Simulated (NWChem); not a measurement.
System: C₂H₈OSi; SMILES COC[SiH3]

The following NWChem deck was run.

```
start job
memory heap 200 mb stack 900 mb global 1100 mb
geometry units angstroms noautoz
  C      0.705268     1.824850     0.244011
  O     -0.319281     1.191387    -0.457291
  C     -0.831834     0.047231     0.177819
  Si     0.187513    -1.539690    -0.130245
  H      1.019207     2.700411    -0.341606
  H      0.368426     2.173129     1.241627
  H      1.588619     1.173477     0.394615
  H     -0.969882     0.213069     1.266901
  H     -1.840907    -0.128343    -0.233113
  H      1.590869    -1.411512     0.369142
  H      0.230721    -1.839412    -1.592454
  H     -0.466971    -2.678708     0.586825
end
basis spherical
  * library def2-tzvp
end
dft
  xc pbe0
  iterations 150
  semidirect filesize 400000000
  mulliken
end
task dft energy
```

Parts of the log:

```
             Northwest Computational Chemistry Package (NWChem) 7.3.0
             --------------------------------------------------------

 C1  symmetry detected

                             Geometry "geometry" -> ""
                             -------------------------

 Output coordinates in angstroms (scale by  1.889725989 to convert to a.u.)

  No.       Tag          Charge          X              Y              Z
 ---- ---------------- ---------- -------------- -------------- --------------
    1 C                    6.0000     0.63015417     1.87343031     0.14013850
    2 O                    8.0000    -0.42905832     1.17352692    -0.43519155
    3 C                    6.0000    -0.82968630     0.03652432     0.28722837
    4 Si                  14.0000     0.22171527    -1.52080046    -0.06146099
    5 H                    1.0000     0.84934727     2.73654018    -0.50415007
    6 H                    1.0000     0.37583344     2.24774505     1.15266402
    7 H                    1.0000     1.55060826     1.26316285     0.22740383
    8 H                    1.0000    -0.86984143     0.23998817     1.37793875
    9 H                    1.0000    -1.86510126    -0.19407319    -0.01717319
   10 H                    1.0000     1.65971499    -1.31878250     0.29430660
   11 H                    1.0000     0.13752948    -1.87641261    -1.50928975
   12 H                    1.0000    -0.31244517    -2.65490460     0.75608481

 Effective nuclear repulsion energy (a.u.)     173.1576870812

                                 NWChem DFT Module
                                 -----------------

 Summary of "ao basis" -> "ao basis" (spherical)
 ------------------------------------------------------------------------------
       Tag                 Description            Shells   Functions and Types
 ---------------- ------------------------------  ------  ---------------------
 C                         def2-tzvp                11       31   5s3p2d1f
 O                         def2-tzvp                11       31   5s3p2d1f
 Si                        def2-tzvp                13       37   5s5p2d1f
 H                         def2-tzvp                 4        6   3s1p

            General Information
            -------------------
          SCF calculation type: DFT
          Wavefunction type:  closed shell.
          No. of atoms     :    12
          No. of electrons :    42
           Alpha electrons :    21
            Beta electrons :    21
          Charge           :     0
          Spin multiplicity:     1
          Use of symmetry is: off; symmetry adaption is: off
          Maximum number of iterations: 150
          AO basis - number of functions:   178
                     number of shells:    78
          Convergence on energy requested:  1.00D-06
          Convergence on density requested:  1.00D-05
          Convergence on gradient requested:  5.00D-04

              XC Information
              --------------
                         PBE0 Method XC Functional
                     Hartree-Fock (Exact) Exchange  0.250
          PerdewBurkeErnzerhof Exchange Functional  0.750
            Perdew 1991 LDA Correlation Functional  1.000 local
           PerdewBurkeErnz. Correlation Functional  1.000 non-local

             Grid Information
             ----------------
          Grid used for XC integration:  medium
          Radial quadrature: Mura-Knowles
          Angular quadrature: Lebedev.
          Tag              B.-S. Rad. Rad. Pts. Rad. Cut. Ang. Pts.
          ---              ---------- --------- --------- ---------
          C                   0.70       49          12.0       434
          O                   0.60       49          11.0       434
          Si                  1.10       88          12.0       590
          H                   0.35       45          13.0       434
          Grid pruning is: on
          Number of quadrature shells:   595
          Spatial weights used:  Erf1

      Superposition of Atomic Density Guess
      -------------------------------------

 Sum of atomic energies:        -442.96084776

      Non-variational initial energy
      ------------------------------

 Total energy =    -444.983117
 1-e energy   =    -952.329589
 2-e energy   =     334.188785
 HOMO         =      -0.302402
 LUMO         =       0.055501

------------------------------------------------------------
EAF file 0: "./job.aoints.0" size=610795520 bytes
------------------------------------------------------------
               write      read    awrite     aread      wait
               -----      ----    ------     -----      ----
     calls:     1165         0         0         0         0
   data(b): 6.11e+08  0.00e+00  0.00e+00  0.00e+00
   time(s): 0.00e+00  0.00e+00  0.00e+00  0.00e+00  0.00e+00
rate(mb/s): 0.00e+00  0.00e+00
------------------------------------------------------------

     ---------------------------------------------
      Total Density - Mulliken Population Analysis
     ---------------------------------------------

    Atom       Charge   Shell Charges
 -----------   ------   -------------------------------------------------------
    1 C    6     6.18   0.86  1.12  0.54  0.65  0.13  1.14  1.27  0.38  0.02  0.07  0.01
    2 O    8     8.47   0.79  1.18  0.58  0.94  0.24  1.93  2.11  0.65  0.00  0.03  0.00
    3 C    6     6.22   0.86  1.12  0.54  0.68  0.11  1.13  1.32  0.37  0.02  0.08  0.01
    4 Si  14    13.70   2.00  0.59  1.39  0.89  0.47  4.12  1.73  0.52  1.33  0.49  0.08  0.09  0.02
    5 H    1     0.85   0.25  0.46  0.13  0.02
    6 H    1     0.86   0.25  0.45  0.14  0.02
    7 H    1     0.87   0.25  0.45  0.15  0.02
    8 H    1     0.86   0.24  0.45  0.15  0.02
    9 H    1     0.85   0.24  0.45  0.13  0.02
   10 H    1     1.05   0.23  0.55  0.27  0.01
   11 H    1     1.05   0.23  0.55  0.27  0.01
   12 H    1     1.04   0.22  0.54  0.27  0.01

   convergence    iter        energy       DeltaE   RMS-Dens  Diis-err
 ---------------- ----- ----------------- --------- --------- ---------
 d= 0,ls=0.0,diis     1   -445.4203455034 -6.19D+02  3.55D-03  6.53D-01
 d= 0,ls=0.0,diis     2   -445.4316737501 -1.13D-02  2.16D-03  4.28D-01
 d= 0,ls=0.0,diis     3   -445.4621611977 -3.05D-02  7.57D-04  1.14D-01
 d= 0,ls=0.0,diis     4   -445.4712322408 -9.07D-03  1.85D-04  2.21D-03
 d= 0,ls=0.0,diis     5   -445.4714670896 -2.35D-04  5.45D-05  1.93D-04
  Resetting Diis
 d= 0,ls=0.0,diis     6   -445.4714911313 -2.40D-05  9.69D-06  5.49D-06
 d= 0,ls=0.0,diis     7   -445.4714918090 -6.78D-07  3.66D-06  5.53D-07

         Total DFT energy =     -445.471491808974
      One electron energy =     -956.411921063045
           Coulomb energy =      380.820901310333
    Exchange-Corr. energy =      -43.038159137468
 Nuclear repulsion energy =      173.157687081207

 Numeric. integr. density =       41.999993070321

                       DFT Final Molecular Orbital Analysis
                       ------------------------------------

 Vector   19  Occ=2.000000D+00  E=-3.512219D-01
              MO Center=  4.3D-01, -8.5D-01, -2.5D-01, r^2= 4.1D+00
   Bfn.  Coefficient  Atom+Function         Bfn.  Coefficient  Atom+Function
  ----- ------------  ---------------      ----- ------------  ---------------
   162      0.189812  10 H  s               168     -0.186846  11 H  s
   110      0.161213   4 Si pz              109      0.159399   4 Si py
    39     -0.146305   2 O  pz              108      0.143631   4 Si px
    42     -0.123943   2 O  pz              163      0.117414  10 H  s
   161      0.114862  10 H  s                69     -0.112614   3 C  py

 Vector   20  Occ=2.000000D+00  E=-3.331359D-01
              MO Center= -1.8D-01,  5.0D-01, -1.3D-01, r^2= 3.6D+00
   Bfn.  Coefficient  Atom+Function         Bfn.  Coefficient  Atom+Function
  ----- ------------  ---------------      ----- ------------  ---------------
    39      0.287671   2 O  pz               42      0.242803   2 O  pz
    45      0.176766   2 O  pz               70     -0.140025   3 C  pz
   150     -0.129732   8 H  s                 8     -0.125804   1 C  pz
    35     -0.108837   2 O  s                73     -0.106977   3 C  pz
   156      0.107135   9 H  s               151     -0.105935   8 H  s

 Vector   21  Occ=2.000000D+00  E=-2.608766D-01
              MO Center= -2.5D-01,  5.9D-01, -4.1D-02, r^2= 2.7D+00
   Bfn.  Coefficient  Atom+Function         Bfn.  Coefficient  Atom+Function
  ----- ------------  ---------------      ----- ------------  ---------------
    37      0.253659   2 O  px               38     -0.223677   2 O  py
    40      0.217198   2 O  px               41     -0.189845   2 O  py
    43      0.172477   2 O  px               39     -0.168077   2 O  pz
    44     -0.166312   2 O  py              109     -0.162102   4 Si py
   145     -0.144217   7 H  s                42     -0.141879   2 O  pz

 Vector   22  Occ=0.000000D+00  E= 2.360683D-02
              MO Center=  1.4D-01, -1.0D+00,  1.3D-01, r^2= 7.0D+00
   Bfn.  Coefficient  Atom+Function         Bfn.  Coefficient  Atom+Function
  ----- ------------  ---------------      ----- ------------  ---------------
    67      2.657538   3 C  s               112     -1.201966   4 Si py
     5      0.939775   1 C  s               151     -0.808928   8 H  s
    98     -0.758429   4 Si s               111      0.745395   4 Si px
   157     -0.687228   9 H  s                75     -0.527348   3 C  py
   139     -0.500701   6 H  s               145     -0.470762   7 H  s

 Vector   23  Occ=0.000000D+00  E= 4.236382D-02
              MO Center=  1.7D-01, -8.6D-01, -6.3D-02, r^2= 5.3D+00
   Bfn.  Coefficient  Atom+Function         Bfn.  Coefficient  Atom+Function
  ----- ------------  ---------------      ----- ------------  ---------------
   113     -0.950952   4 Si pz               67      0.930822   3 C  s
   175      0.924465  12 H  s               111      0.853480   4 Si px
   169     -0.770137  11 H  s               163     -0.657762  10 H  s
    36     -0.575319   2 O  s                 5     -0.457414   1 C  s
   139      0.384505   6 H  s                14     -0.327139   1 C  pz

 Vector   24  Occ=0.000000D+00  E= 5.312261D-02
              MO Center=  2.0D-01, -1.5D+00,  2.5D-01, r^2= 5.4D+00
   Bfn.  Coefficient  Atom+Function         Bfn.  Coefficient  Atom+Function
  ----- ------------  ---------------      ----- ------------  ---------------
   163     -1.345939  10 H  s                 5      1.236527   1 C  s
   113      1.229022   4 Si pz              111      0.935990   4 Si px
   169      0.920025  11 H  s               145     -0.870881   7 H  s
    98      0.756768   4 Si s               112      0.682504   4 Si py
    67     -0.628870   3 C  s                74     -0.502501   3 C  px

------------------------------------------------------------
EAF file 0: "./job.aoints.0" size=817889280 bytes
------------------------------------------------------------
               write      read    awrite     aread      wait
               -----      ----    ------     -----      ----
     calls:     1560         6         0      9354      9354
   data(b): 8.18e+08  3.15e+06  0.00e+00  4.90e+09
   time(s): 0.00e+00  0.00e+00  0.00e+00  0.00e+00  0.00e+00
rate(mb/s): 0.00e+00  0.00e+00
------------------------------------------------------------

     ---------------------------------------------
      Total Density - Mulliken Population Analysis
     ---------------------------------------------

    Atom       Charge   Shell Charges
 -----------   ------   -------------------------------------------------------
    1 C    6     6.22   0.85  1.12  0.51  0.65  0.09  1.28  1.24  0.34  0.03  0.08  0.01
    2 O    8     8.27   0.79  1.18  0.58  0.93  0.28  1.89  1.93  0.64  0.00  0.04  0.00
    3 C    6     6.17   0.85  1.12  0.50  0.68  0.04  1.26  1.29  0.31  0.02  0.09  0.01
    4 Si  14    13.87   2.00  0.57  1.39  0.89  0.45  4.13  1.69  0.60  1.47  0.39  0.11  0.14  0.02
    5 H    1     0.86   0.27  0.48  0.10  0.02
    6 H    1     0.89   0.27  0.47  0.12  0.02
    7 H    1     0.89   0.27  0.47  0.13  0.02
    8 H    1     0.90   0.27  0.48  0.13  0.02
    9 H    1     0.87   0.27  0.48  0.10  0.02
   10 H    1     1.02   0.24  0.54  0.23  0.01
   11 H    1     1.02   0.24  0.54  0.22  0.01
   12 H    1     1.03   0.24  0.54  0.24  0.01

     -------------------------------------------
      Total Density - Lowdin Population Analysis
     -------------------------------------------

    Atom       Charge   Shell Charges
 -----------   ------   -------------------------------------------------------
    1 C    6     6.38   0.91  1.04  0.38  0.36  0.18  1.11  1.35  0.57  0.03  0.39  0.06
    2 O    8     7.85   0.87  1.09  0.51  0.53  0.27  1.74  1.87  0.85  0.00  0.12  0.01
    3 C    6     6.49   0.91  1.04  0.38  0.35  0.19  1.11  1.38  0.63  0.03  0.41  0.06
    4 Si  14    13.76   2.00  0.84  1.10  0.55  0.33  3.85  1.88  0.72  1.27  0.68  0.11  0.36  0.07
    5 H    1     0.88   0.26  0.41  0.16  0.06
    6 H    1     0.90   0.26  0.41  0.17  0.06
    7 H    1     0.90   0.26  0.41  0.17  0.06
    8 H    1     0.88   0.25  0.40  0.17  0.06
    9 H    1     0.86   0.25  0.39  0.16  0.06
   10 H    1     1.04   0.24  0.47  0.30  0.02
   11 H    1     1.03   0.24  0.47  0.29  0.02
   12 H    1     1.03   0.24  0.47  0.30  0.02

     Multipole analysis of the density
     ---------------------------------

     L   x y z        total         alpha         beta         nuclear
     -   - - -        -----         -----         ----         -------
     0   0 0 0     -0.000000    -21.000000    -21.000000     42.000000

     1   1 0 0      0.077418      0.038709      0.038709     -0.000000
     1   0 1 0      0.107331      0.053665      0.053665      0.000000
     1   0 0 1      0.410574      0.205287      0.205287     -0.000000

     2   2 0 0    -25.285720    -46.652288    -46.652288     68.018855
     2   1 1 0      1.767325     -2.359547     -2.359547      6.486420
     2   1 0 1     -0.493959      0.398086      0.398086     -1.290131
     2   0 2 0    -25.964230   -175.472558   -175.472558    324.980887
     2   0 1 1      0.817218     -1.609433     -1.609433      4.036083
     2   0 0 2    -26.274424    -28.583158    -28.583158     30.891891
```

Level: PBE0/def2-TZVP. Geometry: optimised at PBE0/def2-SVP.
